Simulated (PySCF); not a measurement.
PySCF job for Ga(H)2(OH) (GaH3O), SMILES [OH][GaH2], ADC(2)/aug-cc-pVDZ. Geometry optimised at PBE-D3(BJ)/def2-TZVP.

```python
import numpy as np
from pyscf import gto, scf, dft, adc

mol = gto.M(
    atom='''
    Ga   -0.00520050    0.36544429    0.00000000
    H     1.38838887    1.07475536    0.00000000
    H    -1.45065126    0.98766728    0.00000000
    O     0.12171063   -1.44031256    0.00000000
    H    -0.75020715   -1.86869516    0.00000000
    ''',
    basis='aug-cc-pVDZ',
    charge=0,
    spin=0,
    max_memory=1600,
    verbose=4,
)
mf = scf.RHF(mol)
mf.conv_tol = 1e-10
mf.max_cycle = 100
mf.kernel()
res = {}
for kind, nroots in (('ee', 6), ('ip', 6), ('ea', 2)):
    a = adc.ADC(mf).density_fit('aug-cc-pvdz-ri')
    a.method, a.method_type = 'adc(2)', kind
    e, v, p, x = a.kernel(nroots=nroots)
    res[kind] = (e * 27.211386245988, p)
for kind, (e, p) in res.items():
    print(kind, 'energies / eV', np.round(e, 3), 'strengths', np.round(p, 4))
```

Log of the run:

```
PySCF version 2.14.0

[INPUT] verbose = 4
[INPUT] num. atoms = 5
[INPUT] num. electrons = 42
[INPUT] charge = 0
[INPUT] spin (= nelec alpha-beta = 2S) = 0
[INPUT] symmetry False subgroup None
[INPUT] Mole.unit = angstrom
[INPUT] Symbol           X                Y                Z      unit          X                Y                Z       unit  Magmom
[INPUT]  1 Ga    -0.005200500000   0.365444290000   0.000000000000 AA   -0.009827520711   0.690589621886   0.000000000000 Bohr   0.0
[INPUT]  2 H      1.388388870000   1.074755360000   0.000000000000 AA    2.623674718694   2.030993281308   0.000000000000 Bohr   0.0
[INPUT]  3 H     -1.450651260000   0.987667280000   0.000000000000 AA   -2.741333583655   1.866420661394   0.000000000000 Bohr   0.0
[INPUT]  4 O      0.121710630000  -1.440312560000   0.000000000000 AA    0.229999757148  -2.721796272171   0.000000000000 Bohr   0.0
[INPUT]  5 H     -0.750207150000  -1.868695160000   0.000000000000 AA   -1.417686050191  -3.531322062700   0.000000000000 Bohr   0.0

nuclear repulsion = 108.214373985021
number of shells = 32
number of NR pGTOs = 154
number of NR cGTOs = 86
basis = aug-cc-pVDZ
ecp = {}


[settings echo left out]
init E= -1999.09282130566
  HOMO = -0.328794720617002  LUMO = 0.00287806401376134  gap/eV = 9.02528
cycle= 1 E= -1999.77672740359  delta_E= -0.684  |g|= 0.555  |ddm|= 1.75
  HOMO = -0.360844738416712  LUMO = 0.0191376415951341  gap/eV = 10.33985
cycle= 2 E= -1999.8169360746  delta_E= -0.0402  |g|= 0.414  |ddm|= 0.822
  HOMO = -0.440326885434239  LUMO = 0.0208194861113782  gap/eV = 12.54843
cycle= 3 E= -1999.84955417882  delta_E= -0.0326  |g|= 0.0369  |ddm|= 0.296
  HOMO = -0.435999048886398  LUMO = 0.0228953307819504  gap/eV = 12.48715
cycle= 4 E= -1999.85016310187  delta_E= -0.000609  |g|= 0.00678  |ddm|= 0.0838
  HOMO = -0.436446040293918  LUMO = 0.0228746665180557  gap/eV = 12.49875
cycle= 5 E= -1999.85018819664  delta_E= -2.51e-05  |g|= 0.00113  |ddm|= 0.0193
  HOMO = -0.436534882967401  LUMO = 0.0228570740901928  gap/eV = 12.50069
cycle= 6 E= -1999.85018904294  delta_E= -8.46e-07  |g|= 0.000282  |ddm|= 0.00307
  HOMO = -0.436552785588986  LUMO = 0.0228535535626264  gap/eV = 12.50108
cycle= 7 E= -1999.85018909881  delta_E= -5.59e-08  |g|= 8.03e-05  |ddm|= 0.000644
  HOMO = -0.436542262216431  LUMO = 0.0228567038458483  gap/eV = 12.50088
cycle= 8 E= -1999.85018910364  delta_E= -4.83e-09  |g|= 2e-05  |ddm|= 0.000209
  HOMO = -0.436542533094719  LUMO = 0.0228562037090425  gap/eV = 12.50088
cycle= 9 E= -1999.85018910394  delta_E= -3e-10  |g|= 4.66e-06  |ddm|= 4.93e-05
  HOMO = -0.436542431189312  LUMO = 0.0228561445459219  gap/eV = 12.50087
cycle= 10 E= -1999.85018910396  delta_E= -2.18e-11  |g|= 1.25e-06  |ddm|= 1.11e-05
  HOMO = -0.436542410239157  LUMO = 0.0228561319863987  gap/eV = 12.50087
Extra cycle  E= -1999.85018910396  delta_E= -3.64e-12  |g|= 6.2e-07  |ddm|= 2.57e-06
converged SCF energy = -1999.85018910396

******** <class 'pyscf.adc.radc.RADC'> ********
******** ADC Orbital Information ********
Number of Frozen Occupied Orbitals: 0
Number of Frozen Virtual Orbitals: 0
Number of Active Occupied Orbitals: 21
Number of Active Virtual Orbitals: 65
*****************************************
******** <class 'pyscf.df.df.DF'> ********
auxbasis = aug-cc-pvdz-ri
Reference correlation energy (doubles): -0.32485170
MP2 correlation energy of reference state (a.u.) = -0.32485170

******** <class 'pyscf.adc.radc_ee.RADCEE'> ********
max_space = 12
max_cycle = 50
conv_tol = 1e-08

*************************************************************
        ADC calculation summary (singlet states only)
*************************************************************
adc(2) root 0  |  Energy (Eh) =   0.2221153622  |  Energy (eV) =   6.04406686  |  Osc. strength = 0.00130671  |  conv = True
adc(2) root 1  |  Energy (Eh) =   0.2266320601  |  Energy (eV) =   6.16697247  |  Osc. strength = 0.05327877  |  conv = True
adc(2) root 2  |  Energy (Eh) =   0.2421962980  |  Energy (eV) =   6.59049696  |  Osc. strength = 0.05855519  |  conv = True
adc(2) root 3  |  Energy (Eh) =   0.2525417694  |  Energy (eV) =   6.87201157  |  Osc. strength = 0.01770519  |  conv = True
adc(2) root 4  |  Energy (Eh) =   0.2610441350  |  Energy (eV) =   7.10337273  |  Osc. strength = 0.09909988  |  conv = True
adc(2) root 5  |  Energy (Eh) =   0.2973306979  |  Energy (eV) =   8.09078040  |  Osc. strength = 0.01401618  |  conv = False

WARN: Davidson iterations for 1 root(s) did not converge!!!


******** <class 'pyscf.adc.radc.RADC'> ********
******** ADC Orbital Information ********
Number of Frozen Occupied Orbitals: 0
Number of Frozen Virtual Orbitals: 0
Number of Active Occupied Orbitals: 21
Number of Active Virtual Orbitals: 65
*****************************************
******** <class 'pyscf.df.df.DF'> ********
auxbasis = aug-cc-pvdz-ri
Reference correlation energy (doubles): -0.32485170
MP2 correlation energy of reference state (a.u.) = -0.32485170

******** <class 'pyscf.adc.radc_ip.RADCIP'> ********
max_space = 12
max_cycle = 50
conv_tol = 1e-08

*************************************************************
        ADC calculation summary (doublet states only)
*************************************************************
adc(2) root 0  |  Energy (Eh) =   0.3681036058  |  Energy (eV) =  10.01660931  |  Spec. factor = 1.71075891  |  conv = True
adc(2) root 1  |  Energy (Eh) =   0.3807353035  |  Energy (eV) =  10.36033532  |  Spec. factor = 1.73854298  |  conv = True
adc(2) root 2  |  Energy (Eh) =   0.4307176935  |  Energy (eV) =  11.72042542  |  Spec. factor = 1.86134341  |  conv = True
adc(2) root 3  |  Energy (Eh) =   0.5108901918  |  Energy (eV) =  13.90203022  |  Spec. factor = 1.78310159  |  conv = True
adc(2) root 4  |  Energy (Eh) =   0.5842163992  |  Energy (eV) =  15.89733796  |  Spec. factor = 1.78631643  |  conv = True
adc(2) root 5  |  Energy (Eh) =   0.8959403721  |  Energy (eV) =  24.37977932  |  Spec. factor = 0.00011376  |  conv = True

******** <class 'pyscf.adc.radc.RADC'> ********
******** ADC Orbital Information ********
Number of Frozen Occupied Orbitals: 0
Number of Frozen Virtual Orbitals: 0
Number of Active Occupied Orbitals: 21
Number of Active Virtual Orbitals: 65
*****************************************
******** <class 'pyscf.df.df.DF'> ********
auxbasis = aug-cc-pvdz-ri
Reference correlation energy (doubles): -0.32485170
MP2 correlation energy of reference state (a.u.) = -0.32485170

******** <class 'pyscf.adc.radc_ea.RADCEA'> ********
max_space = 12
max_cycle = 50
conv_tol = 1e-08

*************************************************************
        ADC calculation summary (doublet states only)
*************************************************************
adc(2) root 0  |  Energy (Eh) =   0.0109381619  |  Energy (eV) =   0.29764255  |  Spec. factor = 1.95835086  |  conv = True
adc(2) root 1  |  Energy (Eh) =   0.0248868040  |  Energy (eV) =   0.67720443  |  Spec. factor = 1.98758732  |  conv = True
ee energies / eV [6.044 6.167 6.59  6.872 7.103 8.091] strengths [0.0013 0.0533 0.0586 0.0177 0.0991 0.014 ]
ip energies / eV [10.017 10.36  11.72  13.902 15.897 24.38 ] strengths [1.7108e+00 1.7385e+00 1.8613e+00 1.7831e+00 1.7863e+00 1.0000e-04]
ea energies / eV [0.298 0.677] strengths [1.9584 1.9876]
```

The run did not converge; its last values are not results.
